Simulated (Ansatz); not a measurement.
`[F][Zn][GaH2]` + HBr → `[F][Zn][Br]` + `[GaH3]` at 400 K and 1 bar (cleavage of the Zn–Ga bond).

Calculated with Ansatz (gas phase, PBE0-D4/def2-TZVP geometries, no zero-point term in ΔE). CCSD(T)/CBS adds triple-zeta CCSD(T) − MP2 to the extrapolated MP2 energy (def2 sets, frozen cores). For Br, Ga, Zn outer-core shells are correlated without core-valence functions, which leaves a few kJ/mol of doubt a bond. Scalar relativity is left out up to krypton.

```tsv
species	CCSD(T)/CBS energy (Eh)	H − E (kJ/mol)	S (J/(mol·K))
`[F][Zn][GaH2]`	-3803.33937	64.9	338.4
HBr	-2573.91920	27.6	207.2
`[F][Zn][Br]`	-4451.58211	26.9	299.1
`[GaH3]`	-1925.70545	64.2	231.8
```

H − E and S are ideal-gas, rigid-rotor, harmonic terms from PBE0-D4/def2-TZVP. 1 Eh = 2625.50 kJ/mol, R = 8.31446 J/(mol·K).

Problem. By hand: ΔE, ΔH, ΔS and ΔG.

Solution. ΔE = (-4451.58211) + (-1925.70545) − (-3803.33937) − (-2573.91920) = -0.02899 Eh = -76.1 kJ/mol. Δ(H − E) = 26.9 + 64.2 − 64.9 − 27.6 = -1.4, so ΔH = -77.5 kJ/mol. ΔS = 299.1 + 231.8 − 338.4 − 207.2 = -14.7 J/(mol·K). ΔG = -77.5 − 400 × (-14.7)/1000 = -71.6 kJ/mol.

Problem. By hand: the equilibrium constant, and the temperature at which ΔG would vanish if ΔH and ΔS stayed fixed.

Solution. log₁₀ K = −ΔG/(RT ln 10) = 9.3. ΔG = 0 at ΔH/ΔS = 5272 K, far beyond where these terms or the molecules hold.

The number of gas molecules stays the same, so ΔS is small and ΔH decides. A doubt of 5 kJ/mol in ΔE shifts log₁₀ K by 0.7 here. These are equilibria of isolated gas molecules and say nothing of rates. Largest T1 diagnostic: 0.016 (customary marks: 0.02 for closed shells, 0.045 for open ones).
